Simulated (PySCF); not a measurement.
## Computed properties of CH5ClF2Si2, SMILES FC[Si@@H]([SiH2]Cl)F

CH₅ClF₂Si₂, SMILES F[Si@@H](CF)[SiH2]Cl. Geometry optimised at B3LYP-D3(BJ)/def2-SVP. The structure was generated by enumeration; whether it is a known compound was not checked. The values are those of a single conformer. All values are computed for the isolated molecule unless a solvent is named; none is compared with measurement here.

**Structure.** All 27 harmonic modes at B3LYP-D3(BJ)/def2-SVP (PySCF) are real, so it is a minimum. With heavy atoms numbered as in [F:1][CH2:2][Si@H:3]([F:4])[SiH2:5][Cl:6], the shortest bond between them is F1–C2 at 1.399 Å and the longest Si3–Si5 at 2.346 Å.

**Vibrations.** The strongest infrared lines (harmonic, unscaled, degenerate partners summed) lie at 816 cm⁻¹ (190 km/mol, H 85 %, F 10 %), 896 cm⁻¹ (143 km/mol, Si 42 %, F 38 %, H 19 %), 813 cm⁻¹ (134 km/mol, H 78 %, F 10 %, Si 9 %). The softest mode is at 44 cm⁻¹ and the zero-point energy is 38.3 kcal/mol.

**Electronic structure.** r2SCAN/def2-TZVP (PySCF) places the frontier levels at -7.26 and -1.54 eV, a gap of 5.72 eV, and gives a dipole moment of 1.24 D and a mean polarisability of 76.7 bohr³. PBE/def2-TZVP (PySCF) at the same geometry gives -6.96 and -1.82 eV, so its gap is 0.58 eV narrower. An orbital gap is neither the optical nor the fundamental gap.

**Excitations.** TDDFT-M06-2X/def2-SVPD (PySCF) has S1 at 6.14 eV (202 nm, f = 0.024, weak); the most intense of the 10 singlets computed lies at 8.17 eV (f = 0.21). T1 (TDA) is at 5.62 eV. TDDFT-PBE/def2-SVPD (PySCF) puts S1 at 5.42 eV. No vertical singlet excitation falls in the visible range (under 3.1 eV).

**NMR.** GIAO shifts at B3LYP/pcSseg-1 (PySCF) (non-relativistic, atoms alike by connectivity averaged): ¹³C at 77.2 ppm against TMS; ¹H from 5.3 to 5.5 ppm against TMS; ²⁹Si from -21.3 to 10.7 ppm against TMS; ¹⁹F from -314.7 to -238.5 ppm against CFCl3. Without spin–orbit terms, shifts of atoms bonded to Cl or Br come out too high.

**Solvation.** SMD-ωB97X/def2-SVP (PySCF) gives -0.2 kcal/mol in water, -4.8 kcal/mol in ethanol, -4.0 kcal/mol in N,N-dimethylformamide (1 M in both phases, gas-phase geometry); of these solvents ethanol holds the molecule best.
